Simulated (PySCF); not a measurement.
**What the low excited states add to the polarisability**

C₅H₆FN.
Cartesian coordinates in Å at the GFN2-xTB level; atoms count from 1:
```xyz
13
C5H6FN angstrom
C     -1.5407    0.4890    0.4772
C     -0.6584   -0.0866   -0.6304
C      0.7805   -0.1338   -0.1952
C      1.4151    1.1167   -0.0022
N      1.8972    2.1461    0.1404
C      1.4243   -1.2789    0.0247
F      2.6956   -1.3355    0.4279
H     -2.5748    0.5335    0.1455
H     -1.4879   -0.1331    1.3679
H     -1.2165    1.4937    0.7381
H     -0.7389    0.5441   -1.5192
H     -0.9894   -1.0940   -0.8883
H      0.9894   -2.2605   -0.1040
```

Computed with PySCF, TDDFT CAM-B3LYP/def2-SVPD, vertical, gas phase, core orbitals frozen in the response.

Excitation energies and transition dipoles (atomic units, axes of the coordinates) of those of the lowest 8 singlets that add 0.02 au or more to the mean polarisability:

```
state  ΔE (hartree)      μx      μy      μz
   S1        0.2318  -0.415   1.384  -0.092
   S3        0.2568  -0.005   0.030   0.084
   S4        0.2759   0.209  -0.026  -0.132
   S5        0.2925  -0.430   0.331  -0.004
   S6        0.2962  -0.101   0.162  -0.287
   S7        0.3004   0.095  -0.078   0.122
   S8        0.3049   0.054   0.038   0.124
```

What does each state add to αxx, αyy and αzz, and how do the sums compare with the full static tensor?

Each state adds 2 μα² / ΔE.

```
        state  αxx (au)  αyy (au)  αzz (au)
           S1      1.49     16.52      0.07
           S3      0.00      0.01      0.05
           S4      0.32      0.01      0.13
           S5      1.27      0.75      0.00
           S6      0.07      0.18      0.56
           S7      0.06      0.04      0.10
           S8      0.02      0.01      0.10
 all 8 states       3.2      17.5       1.0
full response      67.7      78.2      49.0
    share (%)         5        22         2
```

The rest comes from the higher roots of the same response equations.

Give the full tensor and its principal values.

In au, rows and columns x, y, z:
```
x   67.7 -1.4  2.4
y   -1.4 78.2  0.5
z    2.4  0.5 49.0
```
Principal values 48.7, 67.8 and 78.4 au; mean 64.9 au (9.62 Å³).

By how much does the contribution of these states grow at 1064 nm?

With ω = 0.0428 hartree each state's term in the mean polarisability goes from f / ΔE² to f / (ΔE² − ω²), f = (2/3) ΔE |μ|²; the sum over all 8 states goes from 7.25 to 7.49 au, a rise of 0.24 au.

A one-level model with all 38 active electrons at a single energy would need ΔE = √(N/α) = 20.8 eV to give this α, against S1 at 6.31 eV.

Time: 44 s wall (grids of density and orbitals included); peak memory 0.84 GiB. Hardware: an Arm Neoverse V1 with one thread (shared host).

One conformer stands for the species.
